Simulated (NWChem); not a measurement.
C3Cl3F; SMILES FC(Cl)=C=C(Cl)Cl

Computed with NWChem. Pople sets run with spherical d functions. Structure relaxed at the PBE0/def2-SVP level. Level M06-2X/6-31G*: energy and gradient on several grids; changes count from the extra-fine grid, which is no exact limit either.

Q: Which is the coarsest grid (fine; xcoarse; xfine; coarse; medium) from which on the energy stays within 500 μHa and each gradient component within 500 μHa/bohr of xfine?

A: medium.
| grid | size of the energy change (μHa) | largest change of a gradient component (μHa/bohr) |
|---|---|---|
| xcoarse | 20000 | 8000 |
| coarse | 2000 | 1000 |
| medium | 60 | 200 |
| fine | < 10 | < 30 |
| xfine | < 10 | < 30 |
